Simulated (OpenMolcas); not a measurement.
## Os⁺: effect of the IPEA shift

- Program: OpenMolcas
- Basis: ANO-RCC-VTZP [8s7p5d3f2g1h]
- Scalar Hamiltonian: DKH2, point nucleus
- Active space: 7 electrons in 6 orbitals (5d 6s)
- State averaging: 2S+1 = 6 even, 6 roots; 2S+1 = 4 even, 67 roots kept (CI in the orbitals of an earlier block); 2S+1 = 2 even, 93 roots kept (CI in the orbitals of an earlier block)
- Spin-orbit coupling: state interaction with AMFI integrals over the reference wave functions, term energies averaged over their components

Methods on the same reference wave functions:
A. CASSCF
B. MS-CASPT2, IPEA 0 Eh, imaginary shift 0.1 Eh (closed shells correlated: 5s 5p)
C. MS-CASPT2, IPEA 0.25 Eh, imaginary shift 0.1 Eh (closed shells correlated: 5s 5p)

Energies in cm⁻¹ above 5d⁶ 6s ⁶D_9/2, the measured ground level; measured values from NIST Handbook of Basic Atomic Spectroscopic Data.

| Level | A | B | C | Measured |
| --- | --- | --- | --- | --- |
| 5d⁶ 6s ⁶D_9/2 | 0.0 | 0.0 | 0.0 | 0.0 |
| 5d⁶ 6s ⁶D_7/2 | 3502 | 3520 | 3500 | 3593 |
| 5d⁶ 6s ⁶D_3/2 [69 %] | 6226 | 5540 | 5840 | 5592 |
| 5d⁶ 6s ⁶D_1/2 | 7165 | 6830 | 6980 | 6637 |
| 5d⁷ ⁴F_9/2 [70 %] | 15041 | 7080 | 8060 |  |
| 5d⁷ ⁴F_5/2 [60 %] | 20089 | 13870 | 15000 |  |
| 5d⁶ 6s ⁴H_13/2 | 21953 | 18870 | 19860 |  |
| 5d⁶ 6s ⁴P_1/2(1) [63 %] | 22456 | 14510 | 16400 |  |
| 5d⁶ 6s ⁴D_1/2(1) [63 %] | 24466 | 17950 | 19140 |  |
| 5d⁶ 6s ⁴D_1/2(2) [67 %] | 30602 | 23990 | 25920 |  |

Deviations, from unrounded energies. A percentage is the sum of absolute deviations over the sum of measured energies, with the sign that they share, or ± where signs differ.

| Against measurement | Levels | A | B | C |
| --- | --- | --- | --- | --- |
| mean absolute deviation (cm-1) | 3 | 420 | 110 | 230 |
| fine structure of the ground term (%) | 3 | ±7.9 | ±2.0 | ±4.4 |

B lies closest to measurement on these levels and A furthest from it. The largest miss of B in the table is 5d⁶ 6s ⁶D_1/2, by +190 cm-1. The ranking rests on the paired levels alone, and a cruder setting can come out closer through cancelling errors.

Between B and C the level of the table that moves most is 5d⁶ 6s ⁴D_1/2(2) [67 %], by 1900 cm-1 (lowest in B, highest in C). Moves below CASPT2's spread within the term are not significant.

The mean deviations of B to C differ by less than CASPT2's widest spread within a term (530 cm-1), so their order carries little weight.

From A to B the spin-free energies of the other terms of 5d⁶ 6s shown, above ⁶D, scale by factors of 0.47 to 0.84.

The lowest spin-free term lies below A's lowest term by 0.410 hartree in B, 0.396 hartree in C.

CASPT2 breaks the degeneracy within a term, and the mean is taken; among the terms shown or strongly mixed into the levels shown the widest spread is 530 cm-1 (5d⁷ ⁴F, B). Terms from blocks run as CI alone lack orbitals of their own. Configurations are named by rounded mean occupations; where the s occupation lies near a half they are strongly mixed, a name can repeat and a true partner stay unpaired. A single d shell beside an s shell can misplace configurations of different d count against each other. Without dynamic correlation excited terms often stand tens of per cent too high (terms of higher spin than the ground term too low), and those without a measured partner can miss by more than the paired ones (holds for A). Blocks of more than 70 roots (2S+1 = 2 even) ran without multistate coupling (holds for B; C). The CASPT2 spread within a term exceeds the gap to the next term for 5d⁷ ⁴F and 5d⁶ 6s ⁴P(1), 5d⁶ 6s ²D(1) and 5d⁶ 6s ⁴H, so the order of their levels is uncertain, and so are names and mixing where such terms share a J (holds for C). Measured partners are found by configuration, term and J. A level has none where our copy of the source lacks it or the pairing is in doubt (some pairs that miss far off the trend of their configuration count as doubtful), and it then counts in no deviation. Levels of configurations outside the active space are missing. The table leaves out levels that lie high or whose names do not pair safely across all columns.

A share in square brackets marks a mixed level and gives the weight of the term that names it, the lowest over the columns. A number in round brackets counts repeated terms of one configuration in the order of the reference energies.
